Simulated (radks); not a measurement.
Values are calculated unless marked as measured or tabulated.
Spin polarisation of the 4p5 shell in neutral bromine. Start: [Ar] 3d10 4s2 4p(up 2.5, down 2.5); electrons of 4p are moved from spin down to spin up, other shells keep equal spins. Level of theory: non-relativistic Kohn-Sham, SCAN, spin-polarised, spherical densities, point nucleus; meta-GGA in the generalised Kohn-Sham scheme (a radial shooting solver on a logarithmic mesh with Libxc functionals).

| moment (Bohr magnetons) | E - E(0) (eV) | e(4p up) (eV) | e(4p down) (eV) | 4s down minus up (eV) |
|---|---|---|---|---|
| 0 | 0.000 | -8.208 | -8.208 | 0.000 |
| 0.25 | -0.014 | -8.330 | -8.083 | 0.278 |
| 0.5 | -0.060 | -8.444 | -7.954 | 0.548 |
| 0.75 | -0.139 | -8.553 | -7.820 | 0.813 |
| 1 | -0.244 | -8.658 | -7.682 | 1.078 |

At moment 1 the spin-polarisation energy is -0.244 eV and the 4p exchange splitting 0.976 eV, that is 0.976 eV per Bohr magneton; E = -I m^2/4 would give I = 0.976 eV.
